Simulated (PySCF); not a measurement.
MoCl₄ + HCl → MoHCl + 2 Cl₂

Level: PBE0 in the def2-TZVP basis family, computed in PySCF with density fitting; scalar-relativistic core potentials for atoms from Rb on, none lighter, no spin–orbit coupling; open shells unrestricted.

```json
{"species": "MoCl₄", "state and structure": "triplet, Td, Mo–Cl 2.227 Å (×4)", "ZPE (kJ/mol)": "13.3", "H(298 K) − H(0) (kJ/mol)": "22.6", "S° (J/(mol K))": "377.9"}
{"species": "HCl", "state and structure": "singlet, C∞v, H–Cl 1.279 Å", "ZPE (kJ/mol)": "17.9", "H(298 K) − H(0) (kJ/mol)": "8.7", "S° (J/(mol K))": "186.6"}
{"species": "MoHCl", "state and structure": "quintet, Cs, Mo–Cl 2.261 Å, Mo–H 1.703 Å; Cl–Mo–H 113.4°", "ZPE (kJ/mol)": "16.0", "H(298 K) − H(0) (kJ/mol)": "11.5", "S° (J/(mol K))": "284.2"}
{"species": "Cl₂", "state and structure": "singlet, D∞h, Cl–Cl 1.982 Å", "ZPE (kJ/mol)": "3.5", "H(298 K) − H(0) (kJ/mol)": "9.1", "S° (J/(mol K))": "222.5"}
```

Is the gas-phase reaction uphill or downhill in electronic energy at this level, and by how much?

At PBE0/def2-TZVP, ΔE = 788.1 kJ/mol, uphill. 

Add zero-point, thermal and entropy terms for 298.15 K and 1 bar.

ΔZPE = -8.2 and Δ[H(298) − H(0)] = -1.6 kJ/mol give ΔH° = 778.3 kJ/mol. ΔS° = 164.7 J/(mol K), so ΔG° = 778.3 − 298.15 × (0.1647) = 729 kJ/mol.

Open d or f shells are single determinants, so the state found may not be the ground state. Only the bonding shown was studied: isomers, or loss of a ligand pair, can lie lower.
